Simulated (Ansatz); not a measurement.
The cluster Li₃Br₄, relaxed as a doublet with UKS r2SCAN-D4/def2-SVP in Ansatz, starting from the GFN1-xTB geometry. Force threshold 0.02 eV/Å.

In the doublet, Br5 and Br6 lie 2.95 Å apart (atoms count from 1), so these atoms are partly bonded to each other. Another isomer (doublet) lies 0.19 eV lower at PBE0-D4/def2-TZVP; other spin states weren't run for this one.

Start:

Cartesian coordinates in Å:
```
Li 0.765 0.768 -1.457
Li -2.036 0.813 1.847
Li -0.214 -0.749 0.765
Br -0.968 1.643 -0.077
Br 2.413 0.274 -3.026
Br 1.537 -1.487 -0.747
Br -1.497 -1.262 2.696
```

```
         step   energy (eV)  largest force component (eV/Å)  SCF passes
            1  -280773.2587                           0.424          17
            2  -280773.3314                           0.176          20
            3  -280773.3438                           0.050          19
            4  -280773.3449                           0.013          20
            5  -280773.3451                           0.005          14
            6  -280773.3452                           0.006          20
            7  -280773.3465                           0.051          19
            8  -280773.3516                           0.121          19
 9 (rejected)  -280773.3495                           0.219          19
           10  -280773.3699                           0.106          18
           11  -280773.3923                           0.058          19
           12  -280773.4128                           0.125          19
           13  -280773.4243                           0.124          20
           14  -280773.4245                           0.123          15
           15  -280773.4250                           0.100          18
16 (rejected)  -280773.3876                           0.204          20
           17  -280773.4354                           0.024          19
           18  -280773.4362                           0.005          20
```

Force components are those of the run's own axes.

End:

Cartesian coordinates in Å:
```
Li 1.161 1.158 -1.152
Li -1.839 0.940 1.975
Li -0.463 -1.044 0.355
Br -1.067 1.483 -0.235
Br 1.806 -0.111 -3.098
Br 1.936 -1.122 -0.332
Br -1.534 -1.304 2.486
```

By distances, no bond broke or formed. The bond that changes most is Li1–Br5, from 2.33 to 2.41 Å (atoms count from 1).

The force fell under the threshold at step 4, but the optimiser went on and released 0.091 eV more. No frequencies were taken in this run, so the end may be a saddle point.

It took 2.3 min on 4 threads of Arm Neoverse V1 on a shared host.
